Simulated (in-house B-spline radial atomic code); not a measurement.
Ionisation energies along the 34-electron series, configuration 1s2 2s2 2p6 3s2 3p6 3d10 4s2 4p1/2(2) 4p3/2(2), as differences of self-consistent energies. Dirac energy differences include first-order Breit, QED and recoil terms. NIST's values go from ground level to ground level; the uncertainty of those that are theory runs from under 0.1 % in few-electron ions to several per cent in heavy many-electron ones. Computed with an all-electron radial atomic-structure program (B-spline basis): Dirac-Hartree-Fock, jj configuration that fills j = l - 1/2 first, finite nuclei.

A number in brackets counts the electrons of a j subshell.

```csv
ion,configuration after,ionisation energy (eV),IE/(q+1)² (eV),-ε less Coulomb ΔSCF (eV),Breit and QED recoil part (eV),tabulated value (eV),tabulated kind,computed minus tabulated (eV)
Se,[Ar] 3d10 4s2 4p1/2(2) 4p3/2(1),9.9,9.8967,0.72494,0.0014055,9.752368,measured,0.1
Br+,[Ar] 3d10 4s2 4p1/2(2) 4p3/2(1),21.7,5.435,0.63762,-0.0017159,21.591,measured,0.1
Kr2+,[Ar] 3d10 4s2 4p1/2(2) 4p3/2(1),35.9,3.994,0.58738,-0.0060473,35.838,measured,0.1
Rb3+,[Ar] 3d10 4s2 4p1/2(2) 4p3/2(1),52.3,3.2695,0.5551,-0.01157,52.2,semi-empirical,0.1
Sr4+,[Ar] 3d10 4s2 4p1/2(2) 4p3/2(1),70.7,2.8288,0.53316,-0.018309,70.7,semi-empirical,0.0
Zr6+,[Ar] 3d10 4s2 4p1/2(2) 4p3/2(1),113.4,2.314,0.50671,-0.035667,112,tabulated theory,1.4
Nb7+,[Ar] 3d10 4s2 4p1/2(2) 4p3/2(1),137.6,2.1493,0.4987,-0.046403,136,tabulated theory,1.6
Mo8+,[Ar] 3d10 4s2 4p1/2(2) 4p3/2(1),163.6,2.0195,0.49288,-0.058595,164.12,measured,-0.5
Tc9+,[Ar] 3d10 4s2 4p1/2(2) 4p3/2(1),191.4,1.9143,0.48866,-0.072348,189.9,tabulated theory,1.5
Ru10+,[Ar] 3d10 4s2 4p1/2(2) 4p3/2(1),221.1,1.8273,0.48566,-0.08768,219.9,tabulated theory,1.2
Rh11+,[Ar] 3d10 4s2 4p1/2(2) 4p3/2(1),252.6,1.754,0.48357,-0.10471,252.1,tabulated theory,0.5
Pd12+,[Ar] 3d10 4s2 4p1/2(2) 4p3/2(1),285.8,1.6914,0.4822,-0.12349,286,tabulated theory,-0.2
Ag13+,[Ar] 3d10 4s2 4p1/2(2) 4p3/2(1),320.9,1.6373,0.48138,-0.1441,321,tabulated theory,-0.1
Cd14+,[Ar] 3d10 4s2 4p1/2(2) 4p3/2(1),357.7,1.59,0.48101,-0.16658,358,tabulated theory,-0.3
In15+,[Ar] 3d10 4s2 4p1/2(2) 4p3/2(1),396.4,1.5483,0.48099,-0.19107,396,tabulated theory,0.4
Sn16+,[Ar] 3d10 4s2 4p1/2(2) 4p3/2(1),436.8,1.5112,0.48125,-0.21758,437,tabulated theory,-0.2
Sb17+,[Ar] 3d10 4s2 4p1/2(2) 4p3/2(1),478.9,1.4781,0.48174,-0.24625,479,tabulated theory,-0.1
Te18+,[Ar] 3d10 4s2 4p1/2(2) 4p3/2(1),522.8,1.4483,0.48242,-0.27706,522,tabulated theory,0.8
I19+,[Ar] 3d10 4s2 4p1/2(2) 4p3/2(1),568.5,1.4214,0.48325,-0.31024,569,tabulated theory,-0.5
Xe20+,[Ar] 3d10 4s2 4p1/2(2) 4p3/2(1),616.0,1.3969,0.48421,-0.34572,616,tabulated theory,0.0
Cs21+,[Ar] 3d10 4s2 4p1/2(2) 4p3/2(1),665.3,1.3745,0.48527,-0.38366,666,tabulated theory,-0.7
```

(1) How far is this level of theory from the measured and semi-empirical values?

## Answers

(1) Over those 6 rows the differences run from -0.544 to +0.149 eV (mean absolute value 0.18 eV). The calculation leaves out correlation and, in open shells, the multiplet splittings that an average leaves out.
